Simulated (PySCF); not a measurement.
Work out the structure from these simulated measurements.

Formula: C4H8FPS.

* 13C NMR: chemical shifts (computed TMS as zero) by class: 243.7 (1 C), 33.8 (1 C), 25.9 (1 C), 22.0 (1 C) ppm [GIAO PBE0/pcSseg-1]
* Dipole: 1.57 D [CAM-B3LYP/def2-SVPD]
* Polarisability: 97.0 au [CAM-B3LYP/def2-SVPD]
* Triplet: lowest triplet excitation (Tamm–Dancoff): 2.47 eV [TDA CAM-B3LYP/def2-SVPD]
* UV, strongest line: among the 8 lowest singlet transitions: S2 at 5.01 eV (247 nm, f = 0.190) [TDDFT CAM-B3LYP/def2-SVPD]
* Rotational structure: rotational constants A, B, C: 3.095, 1.020, 0.911 GHz [GFN2-xTB]

The electronic properties come from PySCF, for the isolated species, density fitting. Levels stand in brackets. The structure is a single GFN2-xTB conformer in the gas phase; no vibrational or solvent corrections. NMR classes are plain means over equivalent atoms (diastereotopic ones count apart unless rotation or inversion swaps them), as if these changed places fast.

Question: What is the compound? Reason from the data.

Answer: Numbering: `[CH3:1][S:2][CH2:3]/[P:4]=[C:5](\[CH3:6])[F:7]`. 4 carbons fall into 4 classes; from least to most shielded: carbon bonded to C, F and P [C5] (243.7 ppm), sp3 carbon bound to sulfur [C3] (33.8 ppm), methyl carbon [C6] (25.9 ppm), S-methyl carbon [C1] (22.0 ppm). The optimised geometry has point group C1 and is an asymmetric top. Structure: `CSC/P=C(\C)F`. The assignments are read from this structure; whether some other isomer fits the data as well wasn't checked.

The values belong to the conformer `[CH3:1][S:2][CH2:3]/[P:4]=[C:5](\[CH3:6])[F:7]`: C1–S2–C3–P4 -64°, S2–C3–P4–C5 -74°.
